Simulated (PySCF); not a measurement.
PySCF input file for C₃H₂F₃, SMILES [CH]=CC(F)(F)F, multiplicity 2, PBE/pcH-1. Geometry: PBE0-D3(BJ)/def2-SVP. The isomer is the one that the SMILES or the coordinates give; other isomers of the formula were not compared.

```python
import numpy as np
from pyscf import gto, scf, dft
from pyscf.prop.hfc import uks as hfc
from pyscf.prop.gtensor import uks as gtensor

mol = gto.M(
    atom='''
    C    -0.14409462   -2.13828193    0.00000000
    C     0.58323890   -1.04737680    0.00000001
    C     0.00664626    0.33813081   -0.00000000
    F    -1.32214352    0.33810208   -0.00000001
    F     0.41839208    1.01865828    1.07488021
    F     0.41839211    1.01865827   -1.07488021
    H     0.00965724   -3.21612537    0.00000001
    H     1.68383345   -1.07747483    0.00000001
    ''',
    basis='pcH-1',
    charge=0,
    spin=1,
    max_memory=1600,
    verbose=3,
)
mf = dft.UKS(mol, xc='pbe').density_fit(auxbasis='def2-universal-jkfit')
mf.grids.level = 3
mf.conv_tol = 1e-10
mf.max_cycle = 100
mf.kernel()
fine, coarse = mf.grids, dft.Grids(mol).set(level=1).build(with_non0tab=True)
for _ in range(3):  # follow internal instabilities
    mf.grids = coarse
    mo, _, stable, _ = mf.stability(return_status=True, nroots=4)
    mf.grids = fine
    if stable:
        break
    mf.kernel(mf.make_rdm1(mo, mf.mo_occ))
A = hfc.HFC(mf).make_fcdip(mf.make_rdm1())  # Fermi contact and dipolar terms, MHz
print('atom   A(iso)/MHz   principal dipolar parts/MHz')
for i, a in enumerate(A):
    w = np.linalg.eigvalsh((a + a.T) / 2)
    print(f'{mol.atom_symbol(i):2s}{i + 1:3d} {w.mean():12.2f}', (w - w.mean()).round(2))
gt = gtensor.GTensor(mf)
gt.dia_soc2e, gt.para_soc2e, gt.so_eff_charge = None, None, True
gt.max_cycle_cphf = 60
g = gt.kernel()
```

Program output:

```

WARN: HOMO -0.216897080995071 >= LUMO -0.216897080995068

converged SCF energy = -414.547086323194  <S^2> = 0.75915909  2S+1 = 2.0091382
<class 'pyscf.df.df_jk.DFUKS'> wavefunction is stable in the internal stability analysis
atom   A(iso)/MHz   principal dipolar parts/MHz
C   1       308.65 [-83.3  -61.05 144.36]
C   2       -18.28 [-20.66   2.39  18.27]
C   3        60.43 [-5.22 -4.26  9.48]
F   4         5.48 [-9.38 -0.47  9.85]
F   5        -7.22 [-2.23 -0.92  3.16]
F   6        -7.22 [-2.23 -0.92  3.16]
H   7        33.01 [-31.13  -7.7   38.83]
H   8       161.63 [-5.67 -1.32  6.99]
SOC(1e)/OZ [ 0.00017629 -0.00055651  0.00124556]
free electron g 2.00231930436182
g-tensor total [2.00239882 2.00166165 2.00342244]
g-shift (ppt) [ 0.07951713 -0.65765686  1.10313672]
```

Self-consistency was reached.

Cost: about 5 core-minutes (a rough figure).
